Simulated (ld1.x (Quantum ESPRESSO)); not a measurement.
## Transferability test, TM potential for sulfur

ld1.x (Quantum ESPRESSO) 7.5 input, shortened:

```
&input
   title='S', zed=16., rel=1, dft='BLYP', iswitch=3,
   config='[Ne] 3s1.75 3p4.25 3d-2'
 /
 &inputp
   pseudotype=2, tm=.true., lloc=0,
   nlcc=.true., rcore=1.05
 /
3
3P  2  1   4.25   0.00  1.55  1.55  0.0
3D  3  2  -2.00  -0.15  1.40  1.40  0.0
3S  1  0   1.75   0.00  1.10  1.10  0.0
 &test
   configts(1)='3s1.75 3p4.25'
 /
```

Energies are relative to the spin-unpolarised reference configuration 3s1.75 3p4.25; without spin polarisation the order of configurations can differ from experiment. The frozen-core shift is the all-electron ΔE with the core orbitals held at their reference shape minus the fully relaxed ΔE.

```json
{"valence configuration": "3s2 3p3", "charge": "+1", "ΔE all-electron (eV)": "9.053", "error AE − PS (meV)": "+3.4", "frozen-core shift (meV)": "+1.1"}
{"valence configuration": "3s2 3p2", "charge": "+2", "ΔE all-electron (eV)": "31.190", "error AE − PS (meV)": "+30", "frozen-core shift (meV)": "+8.7"}
{"valence configuration": "3s2 3p0", "charge": "+4", "ΔE all-electron (eV)": "111.879", "error AE − PS (meV)": "+289", "frozen-core shift (meV)": "+112"}
{"valence configuration": "3s0 3p6", "charge": "0", "ΔE all-electron (eV)": "18.194", "error AE − PS (meV)": "+2.4", "frozen-core shift (meV)": "+0.9"}
{"valence configuration": "3s2 3p4.3", "charge": "-0.3", "ΔE all-electron (eV)": "-4.233", "error AE − PS (meV)": "+0.6", "frozen-core shift (meV)": "0.0"}
{"valence configuration": "3s1 3p5", "charge": "0", "ΔE all-electron (eV)": "7.750", "error AE − PS (meV)": "+0.4", "frozen-core shift (meV)": "+0.2"}
```

What are ΔE and the potential's error for 3s2 3p4?

ΔE = -2.566 eV all-electron; the error (AE − PS) is +0.1 meV.

Levels in the configuration 3s2 3p3:

```csv
level,all-electron (eV),pseudo (eV)
3s,-27.468,-27.453
3p,-16.644,-16.631
```
